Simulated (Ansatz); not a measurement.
Consider the formal exchange of groups at a B–C bond: `COB(C)O` + `C/C=C\CC` → `COBO` + `CC/C=C\CC`.

Computed with Ansatz on PBE0-D4/def2-TZVP structures; ΔE is electronic, products minus reactants. CCSD(T)/CBS is the MP2 limit (def2-TZVPP, def2-QZVPP) plus CCSD(T) − MP2 in def2-TZVPP, frozen cores. Double bonds are as drawn, so ΔE can hold a change between cis and trans. DFT in def2-TZVPP. B3LYP here is the variant with VWN-RPA as its local correlation; programs differ in this. HSE06 is defined as in plane-wave codes. Each species was taken in one conformer, which may not be the lowest.

```tsv
level	ΔE (kJ/mol)	difference from CCSD(T)/CBS
LDA (SPW92)	50.9	4.9
PBE-D4	48.1	2.1
revPBE-D4	47.3	1.3
BLYP-D4	46.3	0.3
r2SCAN-D4	51.9	5.9
B97M-V	54.9	8.9
PBE0-D4	48.6	2.6
B3LYP-D4	47.1	1.1
r2SCANh-D4	51.6	5.6
r2SCAN0-D4	51.2	5.2
HSE06-D4	48.5	2.5
BHLYP-D4	47.0	1.0
CAM-B3LYP-D4	47.3	1.3
ωB97X-V	46.6	0.6
B2PLYP	45.8	-0.2
PBE-QIDH	47.2	1.2
PBE	47.8	1.8
revPBE	46.5	0.5
BLYP	45.3	-0.7
r2SCAN	52.0	6.0
B3LYP	46.4	0.4
r2SCAN0	51.3	5.3
HSE06	48.3	2.3
BHLYP	46.6	0.6
CAM-B3LYP	47.2	1.2
LC-ωPBE	49.1	3.1
RPA@PBE/def2-TZVPP	41.2	-4.8
HF/def2-SVP	44.6	-1.4
MP2/def2-SVP	41.0	-5.0
CCSD/def2-SVP	41.7	-4.3
CCSD(T)/def2-SVP	40.9	-5.1
HF/def2-TZVPP	42.9	-3.1
MP2/def2-TZVPP	44.8	-1.2
CCSD/def2-TZVPP	45.9	-0.1
CCSD(T)/def2-TZVPP	45.6	-0.4
HF/def2-QZVPP	42.4	-3.6
MP2/def2-QZVPP	44.9	-1.1
HF/CBS(def2)	42.4	-3.6
MP2/CBS(def2)	45.2	-0.8
CCSD/CBS(def2)	46.2	0.2
CCSD(T)/CBS	46.0	0
```

Largest T1 diagnostic among the species: 0.013.

Leaving LDA and LC-ωPBE aside and taking each functional with its dispersion term where it has one, the values spread over 9.1 kJ/mol, from B2PLYP to B97M-V. LDA lies +3.1 kJ/mol from PBE without D4. At CCSD(T), def2-SVP lies −5.1 kJ/mol from the extrapolated value and def2-TZVPP −0.4 kJ/mol.
